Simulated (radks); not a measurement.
The numbers below are computed, except where a source is named.
These are the eigenvalues of the occupied orbitals of an atom or ion with whole-number occupations (eV). Level of theory: Dirac Kohn-Sham, PBE, spin-unpolarised, spherical densities, finite nucleus; Fermi nuclear charge, rms radius of each element as measured or else 0.836 A^(1/3) + 0.57 fm (a radial shooting solver on a logarithmic mesh with Libxc functionals).

1s1/2: -3565.706
2s1/2: -395.7966
2p1/2: -324.6240
2p3/2: -321.7207
3s1/2: -72.3722
3p1/2: -54.9772
3p3/2: -54.6490

Which element is it, and in what charge state? The configuration may be excited. Open shells, if any, fill j = l - 1/2 first.

Answer. Z = 19, potassium, charge +3: K3+ in [Ne] 3s2 3p4. The list shows which subshells hold electrons but not how many an open one holds; the 1s level, -131.04 hartree, gives Z - s = 16.2 by -(Z - s)^2/2, which with screening and relativity narrows Z to a few neighbours, and the depths of the outer levels then fix element, charge and occupations together.
